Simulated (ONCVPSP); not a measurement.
## Potentials for Fe compared

Generated with ld1.x 7.5 (TM, RRKJ, ultrasoft, PAW), atompaw 4.2 or ONCVPSP 4.0.1. The cutoff is in Ry: for ld1.x and atompaw files where the sum of valence levels is converged to 10 mRy in a Bessel basis, for ONCV files where the hardest occupied wave has 1 mHa per electron of residual kinetic energy. The error is the largest all-electron minus pseudo excitation energy over each file’s own four to seven test configurations (ionisations up to +4, promotions, holes and added fractions of an electron), all of which were solved. The labels leave out finer settings (local radius, basis sizes, second energies), which also bear on the numbers. Spin-polarised tests are not counted. The rows are a selection from randomly drawn settings: files with unsolved tests, undetermined cutoffs or missed reference levels are left out.

```csv
potential,cutoff (Ry),largest error (meV),bound ghosts
"ONCV, PBEsol, scalar-relativistic, rc 1.15/1.25/1.05 (spd), local smoothed, core correction yes, reference 3s2 3p6 3d6 4s2, qcut 13.7/8.7/16.2, projectors 2/2/1",181,-4.4,none
"ONCV, PBE, scalar-relativistic, rc 1.60/1.10/1.20 (spd), local smoothed, core correction yes, reference 3s2 3p6 3d6 4s2, qcut 8.7/10.3/14.8, projectors 2/2/2",149,-3.8,none
"ONCV, PBE, scalar-relativistic, rc 1.60/0.85/1.25 (spd), local smoothed, core correction no, reference 3s2 3p6 3d6 4s2, qcut 8.9/9.8/14.2, projectors 2/3/2",137,+9.9,none
"ONCV, LDA (Perdew-Zunger), scalar-relativistic, rc 2.20/1.10/1.50 (spd), local smoothed, core correction yes, reference 3p6 3d6.5 4s1.5, qcut 3.4/11.7/8.2, projectors 3/2/2",71,-5.7,none
"ONCV, PBE, scalar-relativistic, rc 0.90/1.30/1.90 (spd), local smoothed, core correction yes, reference 3s2 3p6 3d6, qcut 5.7/9/6.7, projectors 2/2/2",302,+343,none
"ONCV, PBE, scalar-relativistic, rc 1.50/1.15/1.40 (spd), local smoothed, core correction yes, reference 3s2 3p6 3d6 4s2, qcut 7.3/9.6/12.6, projectors 2/2/2",111,+22,none
```

Task: Fill in the row for Fe: ONCV, LDA (Perdew-Wang 92), scalar-relativistic, rc 1.50/0.95/1.70 (spd), local smoothed, core correction yes, reference 3s2 3p6 3d6 4s2, qcut 6.4/8.9/8.7, projectors 2/1/2.

Result: cutoff 64 Ry, largest error +63 meV, bound ghosts: none.

Task: Fill in the row for Fe: ONCV, LDA (Perdew-Wang 92), scalar-relativistic, rc 2.10/1.80/1.85 (spd), local smoothed, core correction yes, reference 3d6 4s0.5, qcut 2.6/4.3/7, projectors 2/1/2.

Result: cutoff 48 Ry, largest error -2.0 meV, bound ghosts: none.
